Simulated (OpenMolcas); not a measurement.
A calculation on I5+.

* Program: OpenMolcas 26.06
* Method: RASSCF
* Basis: ANO-RCC-VQZP [8s7p5d3f2g]
* Scalar Hamiltonian: DKH2, point nucleus
* Active space: 2 electrons in 9 orbitals (RAS2 5s 5p; RAS3 5d, at most 2 electrons)
* State averaging: 2S+1 = 3 even, 3 roots; 2S+1 = 1 even, 7 roots; 2S+1 = 3 odd, 3 roots; 2S+1 = 1 odd, 3 roots
* Spin-orbit coupling: state interaction with AMFI integrals over the reference wave functions, term energies averaged over their components

**Question.** Which level of the active space comes out lowest?

**Answer.** 5s2 1S0, with 100 % of that term; it is also the measured ground level.

**Question.** How high does 5p2 3P2 lie?

**Answer.** 215404 cm-1 above the lowest level; measured 221984 cm-1 above the ground level, so the calculation is off by -3 %.

**Question.** How high does 5p2 1D2 lie?

**Answer.** 203596 cm-1 above the lowest level; measured 209432 cm-1 above the ground level, so the calculation is off by -3 %.

**Question.** How high does 5s 5p 3P* 1 lie?

**Answer.** 84051 cm-1 above the lowest level; measured 89262 cm-1 above the ground level, so the calculation is off by -6 %.

Measured values: the list in Rauch et al., Astron. Astrophys. 606, A105 (2017).

Active for correlation alone: 5d; no level in the range computed is led by a configuration that fills it, so any true level of that kind is missing. Some terms mix strongly with configurations of 5d, whose occupation reaches 0.21 (5p2 1D). Computed and measured levels are paired by configuration, term and J; levels that our copy of the source lacks, or whose pairing is in doubt (as where it misses far off the trend of its configuration), stay unpaired and out of the deviations. Levels of configurations outside the active space are missing.

* marks odd parity.
